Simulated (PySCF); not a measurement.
Bonds broken one at a time in the series Si Br-H. Gas-phase values, no solvent. Strings in code marks are SMILES.

All values below come from PySCF with B3LYP-D3(BJ)/def2-TZVP. B3LYP has the VWN-RPA correlation part, as in Gaussian. 

```
species                              dipole moment (D)
-----------------------------------  -----------------
whole molecule (`Br[Si](Br)(Br)Br`)               0.00
radical fragment (`[Br]`)                         0.00
whole molecule (`Br[SiH](Br)Br`)                  0.69
radical fragment (`Br[SiH]Br`)                    1.00
whole molecule (`Br[SiH2]Br`)                     1.14
radical fragment (`[SiH2]Br`)                        ?
```

Task: Fill in the missing entries.

Result: 
- radical fragment (`[SiH2]Br`), dipole moment (D): 1.18
